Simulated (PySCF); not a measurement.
A GIAO shielding run with PySCF 2.14.0 with density-fitted response routines (density fitting, non-relativistic, gas phase) on `InChI=1S/C4H6N2SSi/c1-2-3-4(8)7-6-5-3/h2H,1H2,8H3`:

```
$ OMP_NUM_THREADS=1 python probes_run.py task.json out

{"job": {"kind": "nmr", "xc": "PBE0", "basis": "pcSseg-1"}, "charge": 0, "multiplicity": 1}
C     -2.261746    -1.366032     0.023056
C     -0.988834    -0.989901     0.047475
C     -0.576753     0.393476    -0.050305
N     -1.485757     1.388255    -0.151062
N     -1.015597     2.543192    -0.224641
S      0.650230     2.571817    -0.182624
C      0.731387     0.863331    -0.053684
Si     2.385218    -0.013206     0.076695
H     -3.048406    -0.636797    -0.068242
H     -2.549924    -2.400467     0.093774
H     -0.186523    -1.708329     0.143919
H      3.334966     0.721836    -0.756219
H      2.225140    -1.384361    -0.404169
H      2.785921     0.016712     1.483862
```

Hardware: 1 thread of an AMD EPYC 9R14, shared host. The job also computes population analyses, field gradients, ring-centre shieldings.

(1) How large is the calculation?

(2) How long does it take, and how much memory does it need?

## Answers

(1) 74 electrons, 180 basis functions and 970 auxiliary functions.

(2) 19 s of wall time, with 15 SCF cycles and 5 response iterations; peak memory 0.82 GiB. Times on a shared host scatter by some tens of per cent.
